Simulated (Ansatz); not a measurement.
`FCC(F)=C(F)F` at its PBE0-D4/def2-TZVP geometry, where that method's forces vanish. The species carries charge 0 and has multiplicity 1.

```
atom    x (Å)    y (Å)    z (Å)
  F1   0.1439  -1.6294   1.3628
  C2   0.2188  -1.1258   0.0759
  C3   0.3812   0.3390   0.0878
  F4   1.5780   0.8036   0.4650
  C5  -0.5563   1.2144  -0.2475
  F6  -1.7659   0.8786  -0.6246
  F7  -0.3906   2.5089  -0.2529
  H8  -0.6926  -1.4001  -0.4579
  H9   1.0835  -1.5892  -0.4084
```

Problem. For each bond, give half the difference of the two atoms' forces along it (eV/Å; positive pushes the atoms apart) under PBE-D4, r2SCAN-D4, B3LYP-D4, ωB97M-V in def2-TZVPP. (Best estimate.)

Solution. Computed: 
```tsv
bond	length (Å)	PBE-D4	r2SCAN-D4	B3LYP-D4	ωB97M-V
F1–C2	1.384	0.62	0.43	0.42	0.21
C2–C3	1.474	-0.41	-0.25	-0.04	0.13
C2–H8	1.091	0.08	-0.06	-0.14	-0.14
C2–H9	1.094	0.09	-0.06	-0.14	-0.16
C3–F4	1.338	0.51	0.33	0.38	0.33
C3–C5	1.326	0.17	0.01	-0.29	-0.46
C5–F6	1.311	0.45	0.21	0.34	0.31
C5–F7	1.305	0.49	0.22	0.33	0.30
```

B3LYP here is the variant with VWN-RPA as its local correlation; programs differ in this.
